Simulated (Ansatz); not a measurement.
Ansatz (an electronic-structure program) input:

Ansatz 0.2 input:
```yaml
crystal:
  periodic: [false, false, false]
  atoms:
    - {symbol: O, position_ang: [2.17259498, 0.54600707, -0.79189138]}
    - {symbol: C, position_ang: [0.85029820, 0.74060628, -0.44177705]}
    - {symbol: C, position_ang: [0.05683396, 1.78557940, -0.54995134]}
    - {symbol: C, position_ang: [-1.27774738, 1.48426879, -0.10670712]}
    - {symbol: C, position_ang: [-1.57729462, 0.23867600, 0.36598309]}
    - {symbol: Se, position_ang: [-0.10643127, -0.93708762, 0.30291062]}
    - {symbol: H, position_ang: [2.52055848, -0.13996869, -0.21184077]}
    - {symbol: H, position_ang: [-2.06699749, 2.23582012, -0.11600120]}
    - {symbol: H, position_ang: [-2.52819879, -0.09771185, 0.75872678]}
basis:
  gaussian:
    orbitals: def2-TZVPD
hamiltonian:
  xc: {name: r2SCANh}
total_charge: -1
output: {forces: true}
```

Q: What final total energy does it print?

A: -2630.88927 Eh (r2SCANh/def2-TZVPD). The basis has 272 functions.

It need not be the lowest isomer of its formula. Whether it binds its extra electron was not tested at this geometry.
